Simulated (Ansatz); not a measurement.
Cl3GeI, SMILES `[Cl][Ge]([Cl])([Cl])[I]`. Charge 0, multiplicity 1. I takes the def2 core potential. The structure was optimised at the PBE0-D4/def2-TZVP level.

```xyz
5

Cl    0.662    1.738    1.061
Ge    0.039   -0.009    0.025
Cl    1.614   -0.619   -1.264
Cl   -0.293   -1.548    1.450
I    -2.023    0.438   -1.272
```

(1) What is the dipole moment at r2SCAN/def2-TZVPP? (Best estimate.)

(2) And with PBE, B3LYP, ωB97M-V? (Estimate.)

(3) Give the Mulliken charges with r2SCAN, PBE, ωB97M-V in def2-TZVPP. (Estimate.)

Results:

(1) Ansatz gave: 1.00 D, with components (-0.83, 0.18, -0.52) D in this frame, pointing from negative to positive charge.

(2) The calculation gave: PBE 0.98 D, B3LYP 1.04 D, ωB97M-V 1.00 D.

(3) Computed: 
```csv
atom,r2SCAN,PBE,ωB97M-V
Cl1,-0.24,-0.21,-0.20
Ge2,0.86,0.76,0.70
Cl3,-0.24,-0.21,-0.20
Cl4,-0.24,-0.21,-0.20
I5,-0.14,-0.12,-0.10
```

B3LYP here is the variant with VWN-RPA as its local correlation; programs differ in this.
